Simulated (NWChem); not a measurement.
Everything below was run with NWChem. System: CH6BClO, charge 0, spin multiplicity 1, at a geometry optimised with PBE/def2-SVP. The structure started from a generated list of species. Level: RHF/def2-TZVP.

Input file:

```
start mol
memory heap 200 mb stack 800 mb global 1000 mb
geometry units angstroms nocenter noautoz noautosym
  B      0.997395     0.141218     0.340218
  H      0.922223     0.524458     1.502470
  H      2.063416     0.313507    -0.233494
  Cl     0.249040    -1.512617     0.074628
  C     -1.319739     1.398135     0.004275
  O      0.017854     1.184396    -0.507492
  H     -1.286807     1.875890     1.004213
  H     -1.761534     0.389322     0.086932
  H     -1.887970     2.011523    -0.720185
  H      0.505617     2.029730    -0.575420
end
basis spherical
  * library def2-tzvp
end
scf
  rhf
  nopen 0
  maxiter 100
  thresh 1e-7
  semidirect memsize 60000000 filesize 0
end
task scf energy
```

NWChem printed:

```
             Northwest Computational Chemistry Package (NWChem) 7.3.0
             --------------------------------------------------------

                                NWChem Input Module
                                -------------------

 Scaling coordinates for geometry "geometry" by  1.889725989
 (inverse scale =  0.529177249)

                             Geometry "geometry" -> ""
                             -------------------------

 Output coordinates in angstroms (scale by  1.889725989 to convert to a.u.)

  No.       Tag          Charge          X              Y              Z
 ---- ---------------- ---------- -------------- -------------- --------------
    1 B                    5.0000     0.99739500     0.14121800     0.34021800
    2 H                    1.0000     0.92222300     0.52445800     1.50247000
    3 H                    1.0000     2.06341600     0.31350700    -0.23349400
    4 Cl                  17.0000     0.24904000    -1.51261700     0.07462800
    5 C                    6.0000    -1.31973900     1.39813500     0.00427500
    6 O                    8.0000     0.01785400     1.18439600    -0.50749200
    7 H                    1.0000    -1.28680700     1.87589000     1.00421300
    8 H                    1.0000    -1.76153400     0.38932200     0.08693200
    9 H                    1.0000    -1.88797000     2.01152300    -0.72018500
   10 H                    1.0000     0.50561700     2.02973000    -0.57542000

 Effective nuclear repulsion energy (a.u.)     157.8471109757

            Nuclear Dipole moment (a.u.)
            ----------------------------
        X                 Y               Z
 ---------------- ---------------- ----------------
    -0.0000037795     0.0000170075    -0.0000075589


 Summary of "ao basis" -> "" (spherical)
 ------------------------------------------------------------------------------
       Tag                 Description            Shells   Functions and Types
 ---------------- ------------------------------  ------  ---------------------
 *                         def2-tzvp                  on all atoms
[...]
              MO Center=  4.4D-01,  2.3D+00, -3.4D-01, r^2= 4.4D+00
   Bfn.  Coefficient  Atom+Function         Bfn.  Coefficient  Atom+Function
  ----- ------------  ---------------      ----- ------------  ---------------
    85      2.373270   5 C  s               163     -1.219735  10 H  s
     5     -0.982747   1 B  s               145     -0.904180   7 H  s
   157     -0.842885   9 H  s               116      0.635615   6 O  s
   151     -0.621765   8 H  s                 4      0.554465   1 B  s
    13     -0.431955   1 B  py              123      0.369811   6 O  px

 Vector   23  Occ=0.000000D+00  E= 1.439207D-01
              MO Center= -1.6D+00,  1.5D+00,  3.8D-01, r^2= 6.5D+00
   Bfn.  Coefficient  Atom+Function         Bfn.  Coefficient  Atom+Function
  ----- ------------  ---------------      ----- ------------  ---------------
    85      4.426638   5 C  s               145     -1.944330   7 H  s
   157     -1.565799   9 H  s               151     -1.457428   8 H  s
   116     -1.349567   6 O  s                 5     -0.449730   1 B  s
    12      0.414471   1 B  px               92      0.370738   5 C  px
    14     -0.334893   1 B  pz               48      0.323276   4 Cl s

 Vector   24  Occ=0.000000D+00  E= 1.634307D-01
              MO Center=  1.1D+00,  1.2D+00,  6.9D-01, r^2= 8.6D+00
   Bfn.  Coefficient  Atom+Function         Bfn.  Coefficient  Atom+Function
  ----- ------------  ---------------      ----- ------------  ---------------
     5      3.171332   1 B  s                34     -1.616962   2 H  s
   157     -1.583033   9 H  s                 4     -1.200005   1 B  s
    13      1.128673   1 B  py               14      1.045268   1 B  pz
    40     -0.917282   3 H  s               163     -0.743828  10 H  s
    92     -0.738096   5 C  px               94     -0.673259   5 C  pz

 center of mass
 --------------
 x =   0.06332814 y =  -0.19878490 z =  -0.01506496

 moments of inertia (a.u.)
 ------------------
         526.152138902194         135.420521479461         -16.876107406485
         135.420521479461         205.425062616979          46.466712804092
         -16.876107406485          46.466712804092         661.626788535136

  Mulliken analysis of the total density
  --------------------------------------

    Atom       Charge   Shell Charges
 -----------   ------   -------------------------------------------------------
    1 B    5     4.93   0.91  1.07  0.45  0.49  0.02  0.87  0.85  0.07  0.06  0.12  0.02
    2 H    1     1.06   0.26  0.53  0.26  0.01
    3 H    1     1.04   0.26  0.53  0.25  0.01
    4 Cl  17    17.32   2.01  0.45  1.52  1.07  0.86  4.19  1.69  1.09  2.86  1.55  0.01  0.03  0.00
    5 C    6     6.15   0.85  1.12  0.48  0.69  0.08  1.19  1.32  0.30  0.03  0.08  0.01
    6 O    8     8.31   0.79  1.18  0.55  0.99  0.17  1.86  2.11  0.63  0.00  0.03  0.00
    7 H    1     0.86   0.26  0.48  0.10  0.02
    8 H    1     0.83   0.26  0.46  0.09  0.02
    9 H    1     0.86   0.26  0.49  0.09  0.02
   10 H    1     0.63   0.24  0.33  0.02  0.04

       Multipole analysis of the density wrt the origin
       ------------------------------------------------

     L   x y z        total         open         nuclear
     -   - - -        -----         ----         -------
     0   0 0 0     -0.000000      0.000000     42.000000

     1   1 0 0     -0.932106      0.000000     -0.000004
     1   0 1 0      2.126984      0.000000      0.000017
     1   0 0 1     -0.274456      0.000000     -0.000008

     2   2 0 0    -24.128270      0.000000    107.732905
     2   1 1 0     -0.468039      0.000000    -76.214135
     2   1 0 1     -0.592683      0.000000      8.690089
     2   0 2 0    -21.180514      0.000000    264.818817
     2   0 1 1     -1.037128      0.000000    -22.982313
     2   0 0 2    -26.065899      0.000000     24.681861

 Task  times  cpu:       58.4s     wall:       58.4s

 Total times  cpu:       58.5s     wall:       58.5s
```
